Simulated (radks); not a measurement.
Task: Ta17+, 56 electrons, occupied as [Kr] 4d10 4f10. Calculated with a radial shooting solver on a logarithmic mesh with Libxc functionals: non-relativistic Kohn-Sham, PBE, spin-polarised, spherical densities, point nucleus; open shells are filled with parallel spins first (spin-orbit coupling, left out, can overturn this in heavy ions); relativity is left out, which matters for an element this heavy. Some entries of the table are withheld. Estimate them.

| orbital | occ. | eigenvalue (hartree) | <r> (bohr) |
|---|---|---|---|
| 1s down | 1 | -2291.876 | 0.02075 |
| 1s up | 1 | -2291.876 | 0.02075 |
| 2s up | 1 | -387.7393 | 0.08774 |
| 2s down | 1 | -387.7340 | 0.08774 |
| 2p up | 3 | -372.0369 | 0.07423 |
| 2p down | 3 | -372.0341 | 0.07423 |
| 3s up | 1 | -99.39728 | 0.2231 |
| 3s down | 1 | -99.26529 | 0.2229 |
| 3p up | 3 | -92.14616 | 0.2131 |
| 3p down | 3 | -92.02691 | 0.2129 |
| 3d up | 5 | -78.62628 | 0.1871 |
| 3d down | 5 | -78.54171 | 0.1869 |
| 4s up | 1 | -30.87069 | 0.4899 |
| 4s down | 1 | -30.69011 | 0.4904 |
| 4p up | 3 | -27.83216 | 0.4952 |
| 4p down | 3 | -27.65231 | 0.4957 |
| 4d up | 5 | (1) | 0.5048 |
| 4d down | 5 | (2) | 0.5057 |
| 4f up | 7 | -15.03513 | 0.5215 |
| 4f down | 3 | -14.84741 | 0.5240 |
| 5s up | 0 | -13.72443 | 0.9822 |
| 5s down | 0 | -13.64023 | 0.9855 |
| 5p up | 0 | -12.56440 | 1.020 |
| 5p down | 0 | -12.48524 | 1.024 |

Result: 
(1) 4d up eigenvalue (hartree): -22.29707
(2) 4d down eigenvalue (hartree): -22.11682
